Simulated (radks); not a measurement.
Values are calculated unless marked as measured or tabulated.
Species: Ir53+. Configuration: [Ar] 3d6 (the NIST ground configuration). Level of theory: Dirac Kohn-Sham, LB94 model potential, spin-unpolarised, spherical densities, finite nucleus; open shells fill j = l - 1/2 first; Fermi nuclear charge, rms radius 5.4032 fm (a radial shooting solver on a logarithmic mesh with Libxc functionals).

Spin-orbit splittings of the eigenvalues, e(l+1/2) - e(l-1/2), with zeta = 2 splitting/(2l+1) and mean radii in bohr:

shell,occ.,splitting (eV),zeta (eV),<r> j=l-1/2,<r> j=l+1/2
2p,6,1654,1103,0.05976,0.06796
3p,6,396.0,264.0,0.1724,0.1859
3d,6,89.38,35.75,0.1603,0.1645
